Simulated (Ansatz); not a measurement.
GeH6OSSi, SMILES `O[SiH](S)[GeH3]`, relaxed with RKS PBE0-D4/def2-TZVP in Ansatz from a PBE-D4/def2-SVP geometry. The force threshold is 0.005 eV/Å; the program also tests the step.

The species carries charge 0 and has multiplicity 1.

Start:

```xyz
10

O     1.490    0.136    1.456
Si    0.438    0.826    0.334
S    -1.217    1.737    1.366
Ge   -0.365   -0.853   -1.174
H     1.993   -0.629    1.122
H     1.060    1.988   -0.393
H    -1.721    0.550    1.811
H    -1.302   -1.821   -0.401
H     0.790   -1.705   -1.775
H    -1.166   -0.228   -2.346
```

Problem. By how much does the energy fall, and how many steps does the optimiser take? (Estimate.)

Solution. Computed: 4.60 kJ/mol, in 15 steps, 3 of them rejected.

Problem. Which bonds change most? (Estimate.)

Solution. The calculation gave: O1–Si2 from 1.687 to 1.649 Å; Si2–S3 from 2.152 to 2.125 Å; S3–H7 from 1.364 to 1.344 Å; Si2–H6 from 1.505 to 1.487 Å.

Problem. Give the relaxed structure. (Estimate.)

Solution. The calculation gave: 
```xyz
10

O     1.468    0.131    1.435
Si    0.423    0.795    0.346
S    -1.188    1.706    1.390
Ge   -0.385   -0.859   -1.168
H     2.086   -0.526    1.109
H     1.042    1.933   -0.384
H    -1.732    0.544    1.791
H    -1.367   -1.796   -0.442
H     0.766   -1.723   -1.722
H    -1.113   -0.206   -2.353
```
